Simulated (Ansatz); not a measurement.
`C[O][GaH][SeH]` + H₂ → `[GaH2][SeH]` + CH₃OH at 700 K and 1 bar (hydrogenolysis of a Ga–O bond).

Program: Ansatz. Geometries: PBE0-D4/def2-TZVP. ΔE: electronic, gas phase. CCSD(T)/CBS is the MP2 limit (def2-TZVPP, def2-QZVPP) plus CCSD(T) − MP2 in def2-TZVPP, frozen cores. This one scheme is used for every species. For Ga, Se outer-core shells are correlated without core-valence functions, which leaves a few kJ/mol of doubt a bond. Scalar relativity is left out up to krypton. One conformer a species, not always the lowest.

```json
{"species": "`C[O][GaH][SeH]`", "CCSD(T)/CBS energy (Eh)": "-4440.92521", "H − E (kJ/mol)": "221.1", "S (J/(mol·K))": "470.3"}
{"species": "H₂", "CCSD(T)/CBS energy (Eh)": "-1.17544", "H − E (kJ/mol)": "46.8", "S (J/(mol·K))": "155.3"}
{"species": "`[GaH2][SeH]`", "CCSD(T)/CBS energy (Eh)": "-4326.46797", "H − E (kJ/mol)": "101.2", "S (J/(mol·K))": "355.1"}
{"species": "CH₃OH", "CCSD(T)/CBS energy (Eh)": "-115.61712", "H − E (kJ/mol)": "170.8", "S (J/(mol·K))": "288.5"}
```

H − E and S are ideal-gas, rigid-rotor, harmonic terms from PBE0-D4/def2-TZVP, for one conformer and one mirror image of each species. The MP2-based limit puts H₂ 0.8 mEh under its directly extrapolated value; such offsets cancel only in part. 1 Eh = 2625.50 kJ/mol, R = 8.31446 J/(mol·K).

By hand: ΔE, ΔH, ΔS and ΔG.

ΔE = (-4326.46797) + (-115.61712) − (-4440.92521) − (-1.17544) = 0.01556 Eh = 40.9 kJ/mol. Δ(H − E) = 101.2 + 170.8 − 221.1 − 46.8 = 4.1, so ΔH = 45.0 kJ/mol. ΔS = 355.1 + 288.5 − 470.3 − 155.3 = 18.0 J/(mol·K). ΔG = 45.0 − 700 × (18.0)/1000 = 32.4 kJ/mol.

By hand: the equilibrium constant, and the temperature at which ΔG would vanish if ΔH and ΔS stayed fixed.

log₁₀ K = −ΔG/(RT ln 10) = -2.4. ΔG = 0 at ΔH/ΔS = 2500 K, though so small a ΔS makes that figure unsure.

ΔH outweighs TΔS. A doubt of 5 kJ/mol in ΔE shifts log₁₀ K by 0.4 here. Other conformers and mirror images would add mixing entropy, several J/(mol·K) or more a flexible species. These are equilibria of isolated gas molecules and say nothing of rates. Largest T1 diagnostic: 0.013 (customary marks: 0.02 for closed shells, 0.045 for open ones).
